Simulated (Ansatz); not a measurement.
`[GaH2][SiH]1OCS1` + `[OH][AlH2]` → `[AlH2][O][GaH2]` + `C1O[SiH2]S1` at 700 K and 1 bar (cleavage of the Ga–Si bond).

Computed with Ansatz on PBE0-D4/def2-TZVP structures; ΔE is electronic, products minus reactants. CCSD(T)/CBS adds triple-zeta CCSD(T) − MP2 to the extrapolated MP2 energy (def2 sets, frozen cores). This one scheme is used for every species. For Ga outer-core shells are correlated without core-valence functions, which leaves a few kJ/mol of doubt a bond. Scalar relativity is left out up to krypton.

| species | CCSD(T)/CBS energy (Eh) | H − E (kJ/mol) | S (J/(mol·K)) |
| --- | --- | --- | --- |
| `[GaH2][SiH]1OCS1` | -2727.04435 | 230.0 | 498.3 |
| `[OH][AlH2]` | -319.03157 | 111.2 | 312.7 |
| `[AlH2][O][GaH2]` | -2243.58748 | 143.6 | 419.4 |
| `C1O[SiH2]S1` | -802.51594 | 191.1 | 382.8 |

H − E and S are ideal-gas, rigid-rotor, harmonic terms from PBE0-D4/def2-TZVP, for one conformer and one mirror image of each species. 1 Eh = 2625.50 kJ/mol, R = 8.31446 J/(mol·K).

Problem. By hand: ΔE, ΔH, ΔS and ΔG.

Solution. ΔE = (-2243.58748) + (-802.51594) − (-2727.04435) − (-319.03157) = -0.02750 Eh = -72.2 kJ/mol. Δ(H − E) = 143.6 + 191.1 − 230.0 − 111.2 = -6.5, so ΔH = -78.7 kJ/mol. ΔS = 419.4 + 382.8 − 498.3 − 312.7 = -8.8 J/(mol·K). ΔG = -78.7 − 700 × (-8.8)/1000 = -72.5 kJ/mol.

Problem. By hand: the equilibrium constant, and the temperature at which ΔG would vanish if ΔH and ΔS stayed fixed.

Solution. log₁₀ K = −ΔG/(RT ln 10) = 5.4. ΔG = 0 at ΔH/ΔS = 8943 K, far beyond where these terms or the molecules hold.

The number of gas molecules stays the same, so ΔS is small and ΔH decides. A doubt of 5 kJ/mol in ΔE shifts log₁₀ K by 0.4 here. Other conformers and mirror images would add mixing entropy, several J/(mol·K) or more a flexible species. Modes under 60 cm⁻¹, often nearly free rotors, make the harmonic entropy too high. These are equilibria of isolated gas molecules and say nothing of rates. Largest T1 diagnostic: 0.015 (customary marks: 0.02 for closed shells, 0.045 for open ones).
